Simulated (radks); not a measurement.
Values are calculated unless marked as measured or tabulated.
Q: Ge2+, configuration [Ar] 3d9 4s2 4p1 (not the ground configuration). Level of theory: Dirac Kohn-Sham, PW91, spin-unpolarised, spherical densities, finite nucleus; open shells fill j = l - 1/2 first; Fermi nuclear charge, rms radius 4.0742 fm (a radial shooting solver on a logarithmic mesh with Libxc functionals). Some entries of the table are withheld. Estimate them.

orbital  occ.  eigenvalue (eV)  <1/r> (bohr^-1)
1s1/2       2        -10992.67            32.38
2s1/2       2        -1405.324            7.149
2p1/2       2        -1253.899            7.111
2p3/2       4        -1222.015            6.917
3s1/2       2              (1)            2.310
3p1/2       2        -149.9101            2.188
3p3/2       4        -145.5310            2.142
3d3/2       4         -60.4176            1.849
3d5/2       5         -59.7901            1.837
4s1/2       2         -32.6751              (2)
4p1/2       1         -22.6286              (3)
4p3/2       0         -22.2608              (4)

A: 
(1) 3s1/2 eigenvalue (eV): -199.9833
(2) 4s1/2 <1/r> (bohr^-1): 0.7131
(3) 4p1/2 <1/r> (bohr^-1): 0.6012
(4) 4p3/2 <1/r> (bohr^-1): 0.5922
